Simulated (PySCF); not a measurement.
One of the candidates below gave these computed data.

All candidates are C8H12.

- Dipole: 0.23 D [PBE0/def2-SVPD]
- Rotational structure: rotational constants A, B, C: 4.946, 1.551, 1.397 GHz [GFN2-xTB]
- 1H NMR: chemical shifts (computed TMS as zero) by class: 2.95 (1 H), 2.65 (1 H), 1.89 (1 H), 1.87 (1 H), 1.86 (1 H), 1.77 (1 H), 1.76 (1 H), 1.60 (1 H), 1.56 (1 H), 1.04 (3 H) ppm [GIAO PBE0/pcSseg-1]
- Triplet: lowest triplet excitation (Tamm–Dancoff): 6.88 eV [TDA PBE0/def2-SVPD]
- Polarisability: 84.4 au [PBE0/def2-SVPD]
- UV, first state: lowest singlet excitation: 6.97 eV (178 nm, f = 0.006) [TDDFT PBE0/def2-SVPD]
- 13C NMR: chemical shifts (computed TMS as zero) by class: 53.9 (1 C), 42.1 (1 C), 37.8 (1 C), 34.8 (1 C), 29.6 (1 C), 25.9 (1 C), 20.6 (1 C), 14.2 (1 C) ppm [GIAO PBE0/pcSseg-1]

The electronic properties come from PySCF, for the isolated species, density fitting. Levels stand in brackets. One conformer (not necessarily the lowest) at the GFN2-xTB geometry, without solvent, vibrations or thermal averaging. NMR values are class means; diastereotopic atoms form classes of their own.

**Question.** Which candidate is it?
A. `C=CC(C)(C)C#CC`
B. `CC1=CCC=C[C@H]1C`
C. `C1=C\CC/C=C\CC/1`
D. `CC[C@@H]1[C@H]2C[C@@H]3[C@H]2[C@@H]31`
E. `C=CC(=C)C=C(C)C`

**Answer.** D. It is `CC[C@@H]1[C@H]2C[C@@H]3[C@H]2[C@@H]31`. Numbering: `[CH3:1][CH2:2][C@@H:3]1[C@H:4]2[CH2:5][C@@H:6]3[C@H:7]2[C@H:8]13`. Its formula, C8H12, gives 3 degrees of unsaturation: 3 rings and 0 π bonds in the structure found. 8 carbons fall into 8 classes; from least to most shielded: four-membered-ring carbon [C3] (53.9 ppm), sp3 carbon at a ring junction [C4] (42.1 ppm), four-membered-ring carbon [C5] (37.8 ppm), sp3 carbon at a ring junction [C7] (34.8 ppm), chain CH2 carbon [C2] (29.6 ppm), sp3 carbon at a ring junction [C8] (25.9 ppm), sp3 carbon at a ring junction [C6] (20.6 ppm), methyl carbon [C1] (14.2 ppm). Hydrogen classes from least to most shielded: 1 H on an sp3 carbon at a ring junction, C7 (2.95 ppm), 1 H on a four-membered-ring carbon, C5 (2.65 ppm), 1 H on a four-membered-ring carbon, C3 (1.89 ppm), 1 H on an sp3 carbon at a ring junction, C4 (1.87 ppm), 1 H on a chain CH2 carbon, C2 (1.86 ppm), 1 H on a four-membered-ring carbon, C5 (1.77 ppm), 1 H on an sp3 carbon at a ring junction, C6 (1.76 ppm), 1 H on a chain CH2 carbon, C2 (1.60 ppm), 1 H on an sp3 carbon at a ring junction, C8 (1.56 ppm), 3 H on a methyl carbon, C1 (1.04 ppm). The optimised geometry has point group C1 and is an asymmetric top.

The others, at the same levels:
- `C=CC(=C)C=C(C)C` fails: its computed 13C shifts are 154.0 (1 C), 147.2 (1 C), 146.2 (1 C), 129.2 (1 C), 124.6 (1 C), 123.9 (1 C), 28.0 (1 C), 23.6 (1 C) ppm, 1H shifts are 6.66 (1 H), 6.27 (1 H), 5.50 (1 H), 5.49 (1 H), 5.46 (1 H), 5.27 (1 H), 1.92 (3 H), 1.61 (3 H) ppm and lowest singlet excitation is 4.91 eV (253 nm, f = 0.093) (against 6.97 eV).
- `CC1=CCC=C[C@H]1C` fails: its computed 13C shifts are 146.4 (1 C), 140.1 (1 C), 132.1 (1 C), 126.7 (1 C), 39.6 (1 C), 31.7 (1 C), 25.0 (1 C), 22.6 (1 C) ppm, 1H shifts are 6.20 (1 H), 6.05 (1 H), 5.79 (1 H), 2.90 (1 H), 2.72 (1 H), 2.50 (1 H), 1.90 (3 H), 1.06 (3 H) ppm and rotational constant A is 2.811 GHz (against 4.946 GHz).
- `C=CC(C)(C)C#CC` fails: it has 7 carbon classes against 8; its computed 13C shifts are 153.2 (1 C), 119.5 (1 C), 90.3 (1 C), 88.0 (1 C), 37.0 (1 C), 32.7 (2 C), 4.8 (1 C) ppm, 1H shifts are 5.97 (1 H), 5.97 (1 H), 5.36 (1 H), 2.07 (3 H), 1.29 (6 H) ppm and rotational constant A is 2.718 GHz (against 4.946 GHz).
- `C1=C\CC/C=C\CC/1` fails: it has 2 carbon classes against 8; its computed 13C shifts are 143.0 (4 C), 33.5 (4 C) ppm, 1H shifts are 6.52 (4 H), 2.10 (8 H) ppm and rotational constant A is 2.627 GHz (against 4.946 GHz).

Each candidate is one conformer, not necessarily the lowest. The conformers computed, where there is a choice (atom-mapped SMILES and torsion angles):
- `[CH3:1][CH2:2][C@@H:3]1[C@H:4]2[CH2:5][C@@H:6]3[C@H:7]2[C@H:8]13`: C1–C2–C3–C4 -77°
- `[CH2:1]=[CH:2][C:3](=[CH2:4])[CH:5]=[C:6]([CH3:7])[CH3:8]`: C1–C2–C3–C4 169°, C2–C3–C5–C6 -64°
- `[CH2:1]=[CH:2][C:3]([CH3:4])([CH3:5])[C:6]#[C:7][CH3:8]`: C1–C2–C3–C4 120°
